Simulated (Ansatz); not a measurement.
Ansatz (a quantum-chemistry and plane-wave program) input (BHLYP/def2-TZVPD):

Ansatz 0.2 input:
```yaml
crystal:
  periodic: [false, false, false]
  atoms:
    - {symbol: Cr, position_ang: [-0.37149477, -0.18847541, -0.30198861]}
    - {symbol: O, position_ang: [0.98086396, 0.39835005, 0.78342565]}
    - {symbol: H, position_ang: [1.06896287, 1.33660947, 0.98032153]}
basis:
  gaussian:
    orbitals: def2-TZVPD
hamiltonian:
  xc: {name: BHLYP}
total_charge: 1
magnetization: {spin_polarized: true, initial_magnetization: 4}
```

End of the output:

```
integrals: 0.03 GiB planned
811 factors; their error is unknown
mean field: 0.35 GiB planned
mean field evaluation 1: about -30462.4208 eV, gradient 6.7e1 eV
mean field evaluation 2: about -30377.1590 eV, gradient 1.3e2 eV
mean field evaluation 4: about -30475.5725 eV, gradient 1.1e1 eV
mean field evaluation 8: about -30476.0989 eV, gradient 2.0e-1 eV
mean field evaluation 16: about -30476.3257 eV, gradient 1.8e-2 eV
mean field evaluation 32: about -30476.3257 eV, gradient 4.2e-5 eV
mean field -30476.32569999 eV, -1119.9843118790 hartree, gradient 1.8e-5 eV, S^2 6.029209; 5 other end points of the search recorded, 0 dependent functions left out
reference -30476.32583570 eV, -1119.9843168662 hartree; 18, 14 occupied and 79, 83 virtual orbitals, 811 factors
Total energy: -30476.32583570 eV, -1119.9843168662 hartree
```

This state (charge 1, quintet) is run at the relaxed geometry of the species with charge 0 and multiplicity 6.
